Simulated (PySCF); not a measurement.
Cartesian coordinates (Å):
```xyz
5

Zn     0.0660    -0.1325     0.0481
O     -1.1442     0.0812     1.3365
H     -1.1348    -0.6746     1.9533
O      1.3313    -0.1574    -1.2043
H      0.9909    -0.5347    -2.0371
```
Charge 0, spin multiplicity 1.

**Question.** Predict the dipole moment, charge on the central atom (meta-Löwdin), LUMO, HOMO–LUMO gap, total energy, charge on the central atom (Mulliken) and HOMO from TPSSh-D3(BJ)/def2-TZVP // PBE-D3(BJ)/def2-SVP in PySCF.

**Answer.** 
| Item | Result |
|---|---|
| dipole moment | 1.94 D |
| charge on the central atom (meta-Löwdin) | 1.28 e |
| LUMO | -1.51 eV |
| HOMO–LUMO gap | 5.96 eV |
| total energy | -1931.1362 Ha |
| charge on the central atom (Mulliken) | 0.60 e |
| HOMO | -7.47 eV |
